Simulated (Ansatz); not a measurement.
CH₆BClOSi (`CB[SiH](O)Cl`). Total charge 0; spin multiplicity 1. All single points use the PBE0-D4/def2-TZVP geometry. It is one conformer, not always the lowest.

```xyz
11

C     1.553   -0.110   -0.577
B     0.049   -0.088   -0.956
Si   -1.418    0.132    0.398
O    -1.020    0.902    1.793
Cl   -1.841   -1.874    0.767
H     2.161   -0.772   -1.198
H     1.892    0.912   -0.822
H     1.792   -0.269    0.477
H    -0.260   -0.223   -2.107
H    -2.682    0.776   -0.025
H    -0.226    0.617    2.249
```

(1) What is the dipole moment at PBE/def2-TZVPP? (Estimate.)

(2) And with r2SCAN, B3LYP, ωB97M-V? (An estimate is asked.)

(3) Give the Mulliken charges with PBE, r2SCAN, ωB97M-V in def2-TZVPP. (An estimate is asked.)

## Answers

(1) Ansatz gave: 2.56 D, with components (2.43, 0.77, -0.24) D in this frame, pointing from negative to positive charge.

(2) Computed: r2SCAN 2.62 D, B3LYP 2.59 D, ωB97M-V 2.63 D.

(3) Ansatz gave: 
```
atom    PBE  r2SCAN  ωB97M-V
  C1  -0.29   -0.20    -0.32
  B2   0.00    0.01    -0.07
 Si3   0.41    0.54     0.42
  O4  -0.34   -0.41    -0.37
 Cl5  -0.23   -0.26    -0.23
  H6   0.12    0.08     0.13
  H7   0.11    0.07     0.12
  H8   0.08    0.04     0.09
  H9   0.03    0.01     0.09
 H10  -0.07   -0.09    -0.03
 H11   0.19    0.20     0.18
```

B3LYP here is the variant with VWN-RPA as its local correlation; programs differ in this.
